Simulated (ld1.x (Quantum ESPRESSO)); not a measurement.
# Before and after: PAW potential for antimony

ld1.x (Quantum ESPRESSO) 7.5 input, shortened:

```
&input
   title='Sb', zed=51., rel=1, dft='PZ', iswitch=3,
   config='[Kr] 4d10 5s2 5p3 5d-2'
 /
 &inputp
   pseudotype=3, lpaw=.true., tm=.true., lloc=-1, rcloc=1.45,
   nlcc=.true., new_core_ps=.true.,
   which_augfun='PSQ', rmatch_augfun_nc=.true.
 /
6
5S  1  0   2.00   0.00  1.75  1.90  0.0
5S  1  0   0.00   0.90  1.75  1.90  0.0
5P  2  1   3.00   0.00  1.85  2.30  0.0
5P  2  1   0.00   0.05  1.85  2.30  0.0
5D  3  2  -2.00   0.30  1.85  2.40  0.0
5D  3  2  -2.00   1.60  1.85  2.40  0.0
 &test
   configts(1)='5s2 5p3'
 /
```

Change: waves 5d channel at 0.3 Ry: rcut 1.85, rcutus 3.70 bohr; 5d channel at 1.6 Ry: rcut 1.85, rcutus 3.70 bohr.

Cutoffs: the cutoffs (Ry, on a coarse ladder) from which the occupation-weighted sum of valence levels, in a spherical-Bessel basis at the reference potential, stays within 10 and 1 mRy of its value at 400 Ry; they do not see the model core or the augmentation charge, which bear on the density cutoff. Errors are all-electron minus pseudo energies relative to the spin-unpolarised reference configuration.

What does the change do?

The bound ghosts move from d, s to s; the errors of the 9 common tests hardly move.

```tsv
quantity	base	changed
cutoffs, loose and tight	10 Ry, 21 Ry	not determined
bound ghosts	s, d	s (d not tested, overlap not positive)
error for 5s2 5p2, meV [ΔE 8.52 eV]	-8.4	-8.4
error for 5s2 5p1, meV [ΔE 24.77 eV]	-54	-54
error for 5s2 5p0, meV [ΔE 49.56 eV]	-196	-196
error for 5s1 5p4, meV [ΔE 8.21 eV]	-9.8	-9.8
error for 5s1 5p0, meV [ΔE 94.38 eV]	-667	-667
error for 5s1 5p3, meV [ΔE 17.34 eV]	-33	-33
error for 5s0 5p5, meV [ΔE 16.65 eV]	-37	-37
error for 5s2 5p3 (spin-polarised), meV [ΔE -1.09 eV]	-9.2	-9.2
error for 5s2 5p2 (spin-polarised), meV [ΔE 7.93 eV]	-15	-15
lowest overlap eigenvalue by channel	s 0.39, p 0.44, d 0.81	s 0.39, p 0.44, d -0.68
```

Changed file: the overlap operator is not positive definite in a basis up to 400 Ry (lowest eigenvalue d -0.68), so the file is unfit for use: the generalised eigenproblem breaks down once the basis is large enough, and its test numbers describe a broken file. A true bound ghost makes a file unfit for plane-wave use even where its test errors are small: the radial tests pick states by their node count and pass the ghost by.
